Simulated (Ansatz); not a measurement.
Geometry optimisation, RKS PBE/def2-SVP in Ansatz 0.2.0.

Input:

```yaml
crystal:
  periodic: [false, false, false]
  atoms:
    - { symbol: Ge, position_ang: [-0.158406, -0.265707, -0.040212] }
    - { symbol: F, position_ang: [-0.205911, -0.171023, 1.676598] }
    - { symbol: O, position_ang: [1.52825, -0.308659, -0.599822] }
    - { symbol: H, position_ang: [1.711993, -1.223441, -0.892514] }
    - { symbol: O, position_ang: [-1.088044, 1.071489, -0.738321] }
    - { symbol: H, position_ang: [-1.891188, 0.695507, -1.149707] }
    - { symbol: O, position_ang: [-0.924056, -1.824625, -0.45568] }
    - { symbol: H, position_ang: [-1.257182, -2.263181, 0.350867] }
    - { symbol: "N", position_ang: [1.328415, 2.208936, 1.097686] }
    - { symbol: H, position_ang: [2.144562, 1.694157, 0.760707] }
    - { symbol: Si, position_ang: [0.842405, 3.760005, 0.472859] }
    - { symbol: H, position_ang: [0.477997, 3.754358, -0.989183] }
    - { symbol: H, position_ang: [-0.348532, 4.199108, 1.276947] }
    - { symbol: H, position_ang: [1.939117, 4.785652, 0.632324] }
    - { symbol: H, position_ang: [0.818982, 1.683625, 1.833653] }
basis:
  gaussian: { orbitals: def2-SVP }
hamiltonian:
  xc: pbe
relax:
  f_tol: 0.03
  max_steps: 50
```

Launched with:

```bash
$ ansatz run input.yaml --threads 4 --pin off --max-ram 5120MiB --backend cpu --events-out ev --progress --plain --runs-dir out
```

**Question.** Where does it end, and by what steps?

**Answer.** The forces met the threshold. After 10 steps the energy has fallen by 0.493 eV; H13 moved furthest, 0.69 Å. Joined: Ge1–N9 (3.10 → 2.18 Å).

```tsv
step	energy less start (eV)	largest force component (eV/Å)	accepted
0	0.0000	1.225	yes
1	-0.0697	0.581	yes
2	-0.2002	1.133	yes
3	-0.2833	2.306	yes
4	-0.3309	1.302	yes
5	-0.4617	0.265	yes
6	-0.4767	0.213	yes
7	-0.4886	0.128	yes
8	-0.4915	0.071	yes
9	-0.4926	0.054	yes
10	-0.4930	0.029	yes
```

```xyz
15
Properties=species:S:1:pos:R:3
Ge 0.054 0.096 0.160
F -0.133 -0.254 1.905
O 1.656 -0.279 -0.574
H 1.540 -1.150 -1.004
O -1.017 1.368 -0.537
H -1.747 0.900 -0.987
O -0.863 -1.363 -0.440
H -1.166 -1.860 0.343
N 1.148 1.827 0.904
H 2.115 1.586 0.637
Si 0.631 3.470 0.318
H 0.720 3.497 -1.171
H -0.717 3.778 0.879
H 1.621 4.463 0.876
H 1.078 1.717 1.926
```

Whether the end is a true minimum wasn't checked by a vibrational analysis.

Run time: 30 s on 4 threads of Arm Neoverse V2, with other jobs on the host, peak memory 0.25 GiB.
